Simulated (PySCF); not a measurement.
# IrSe₂ at several levels of theory

All levels use the PBE0 minimum (sextet; Ir–Se 2.300 Å (×2); Se–Ir–Se 130.7°), basis [Ir def2-TZVP with ECP60, Se def2-TZVP], scalar-relativistic core potentials, density fitting, no spin–orbit coupling, PySCF. For vertical energies the ionised species is a quintet (spins chosen at PBE0 and kept). Atomisation goes to high-spin ground-configuration atoms, without zero-point energy. Open shells are unrestricted, also as the reference of the correlated levels. A dash marks a value that was not computed or is not defined at that level.

```tsv
level	atomisation (kJ/mol)	vertical IP (eV)	−ε(HOMO) (eV)	dipole (D)
PBE0	618	8.07	6.22	1.26
HF	239	7.69	8.90	2.01
MP2	556	8.28	–	–
PBE	700	7.81	5.06	1.05
r2SCAN	671	8.03	5.40	1.24
B3LYP	576	7.98	5.92	1.23
TPSSh	640	7.94	5.59	1.27
```

Spin contamination in at least one species weakens the values at: HF, MP2.

Open d and f shells are described by one determinant, and the ground state may have another occupation or spin. No spin–orbit coupling is included, which matters more the heavier the element.
